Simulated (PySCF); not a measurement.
Isomers of C7H13N. The calculation used PySCF 2.14.0, PBE0-D3(BJ)/def2-SVP geometry optimisation, gas phase. Energies are electronic, without zero-point or thermal terms, for one conformer each. No frequencies were run at this level. Point groups hold within 0.08 Å.

Problem. Order them by energy at this level, lowest first, and give relative energies in kJ/mol.
A. `[CH2:1]1[CH2:2][CH:3]2[CH2:4][CH2:5][CH2:6][N:7]2[CH2:8]1` with C8–C1–C2–C3 -40°, C1–C2–C3–C4 145°, C2–C3–C4–C5 -93°, C3–C4–C5–C6 -36°
B. `C[C@@H]1C[C@@H]2CC[C@H]1N2`
C. `[CH3:1][C:2]([CH3:3])=[N:4][CH:5]1[CH2:6][CH2:7][CH2:8]1` with C2–N4–C5–C6 -89°, N4–C5–C6–C7 -139°, C5–C6–C7–C8 19°, C6–C7–C8–C5 -19°, N4–C5–C8–C7 139°
D. `[H]/[N:8]=[CH:7]\[CH2:6][C:4](=[C:2]([CH3:1])[CH3:3])[CH3:5]` with C2–C4–C6–C7 82°, C4–C6–C7–N8 -126°
E. `[CH2:1]1[CH2:2][CH2:3][N:4]([CH:5]2[CH2:6][CH2:7]2)[CH2:8]1` with C3–N4–C5–C6 87°, C8–C1–C2–C3 -1°, C1–C2–C3–N4 25°, C2–C3–N4–C5 85°, N4–C5–C6–C7 108°
F. 2,3,3-trimethylbutanenitrile (`C[C@H](C#N)C(C)(C)C`)
G. `[H]/[N:8]=[CH:7]/[C@@H:5]([CH2:4]/[CH:3]=[CH:2]/[CH3:1])[CH3:6]` with C2–C3–C4–C5 -114°, C3–C4–C5–C6 -61°, C4–C5–C7–N8 114°
H. `[CH3:1][CH:2]([CH3:3])[C:4]([CH3:5])([CH3:6])[C:7]#[N:8]` with C1–C2–C4–C5 -57°
I. `[CH2:1]=[CH:2][CH2:3][N:4]([CH3:5])[CH:6]1[CH2:7][CH2:8]1` with C1–C2–C3–N4 -128°, C2–C3–N4–C5 -166°, C3–N4–C6–C7 -156°

Solution. B (0.0), A (0.1), F (29.9), H (33.3), E (104.2), C (105.8), D (108.3), G (114.4), I (194.7).

As drawn, the lowest has an N–H bond, which the highest lacks; the highest has a three-membered ring and a C=C bond outside aromatic rings, which the lowest lacks. Neighbours under 10 kJ/mol apart (C[C@@H]1C[C@@H]2CC[C@H]1N2 and C1CC2CCCN2C1; C[C@H](C#N)C(C)(C)C and CC(C)C(C)(C)C#N; C1CCN(C2CC2)C1 and CC(C)=NC1CCC1; CC(C)=NC1CCC1 and [H]/N=C\CC(C)=C(C)C; others) can change places with a better method, another conformer or zero-point energy.

```json
{"SMILES": "C[C@@H]1C[C@@H]2CC[C@H]1N2", "E (Eh)": "-328.70866", "E rel (kJ/mol)": "0.0", "dipole (D)": "1.01", "point group": "C1", "A, B, C (MHz)": "3189, 2091, 1897"}
{"SMILES": "C1CC2CCCN2C1", "E (Eh)": "-328.70861", "E rel (kJ/mol)": "0.1", "dipole (D)": "0.94", "point group": "C1", "A, B, C (MHz)": "3658, 2040, 1551"}
{"SMILES": "C[C@H](C#N)C(C)(C)C", "E (Eh)": "-328.69729", "E rel (kJ/mol)": "29.9", "dipole (D)": "3.90", "point group": "C1", "A, B, C (MHz)": "2655, 1689, 1363"}
{"SMILES": "CC(C)C(C)(C)C#N", "E (Eh)": "-328.69599", "E rel (kJ/mol)": "33.3", "dipole (D)": "3.85", "point group": "Cs", "A, B, C (MHz)": "2176, 1758, 1652"}
{"SMILES": "C1CCN(C2CC2)C1", "E (Eh)": "-328.66897", "E rel (kJ/mol)": "104.2", "dipole (D)": "0.85", "point group": "–", "A, B, C (MHz)": "4290, 1482, 1298"}
{"SMILES": "CC(C)=NC1CCC1", "E (Eh)": "-328.66835", "E rel (kJ/mol)": "105.8", "dipole (D)": "1.91", "point group": "C1", "A, B, C (MHz)": "4750, 1117, 1013"}
{"SMILES": "[H]/N=C\\CC(C)=C(C)C", "E (Eh)": "-328.66743", "E rel (kJ/mol)": "108.3", "dipole (D)": "2.51", "point group": "C1", "A, B, C (MHz)": "2817, 1424, 1052"}
{"SMILES": "[H]/N=C/[C@H](C)C/C=C/C", "E (Eh)": "-328.66508", "E rel (kJ/mol)": "114.4", "dipole (D)": "2.01", "point group": "C1", "A, B, C (MHz)": "2974, 1078, 919.9"}
{"SMILES": "C=CCN(C)C1CC1", "E (Eh)": "-328.63452", "E rel (kJ/mol)": "194.7", "dipole (D)": "0.52", "point group": "C1", "A, B, C (MHz)": "2824, 1611, 1116"}
```
